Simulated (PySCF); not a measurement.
C6H6O, SMILES C1=CC=COC=C1.

Coordinates come from a PBE-D3(BJ)/def2-SVP optimisation.

Two levels are set side by side: PBE/def2-TZVP (PySCF) and PBE0/def2-TZVP (PySCF). Same geometry, gas phase. Differences are taken from unrounded values.

```csv
quantity,PBE
orbital gap (eV),2.87
highest occupied level (eV),-5.14
lowest empty level (eV),-2.27
dipole moment (D),1.21
mean polarisability (bohr³),74.4
```

### Question
These are the PBE values. What does PBE0 give? (The exact figures need the calculation; the answer reports its results.)

### Answer

| quantity | PBE0 | PBE minus PBE0 |
|---|---|---|
| orbital gap (eV) | 4.81 | -1.94 |
| highest occupied level (eV) | -6.16 | 1.02 |
| lowest empty level (eV) | -1.35 | -0.92 |
| dipole moment (D) | 1.29 | -0.08 |
| mean polarisability (bohr³) | 72.5 | 1.9 |

Without exact exchange PBE keeps part of each electron's self-repulsion, which lifts occupied levels and narrows the gap. Differences between two approximate levels are no errors against the true value.

Rough cost on one machine, each run with all the roots and properties that it gave: PBE0 against PBE within a factor of 2.
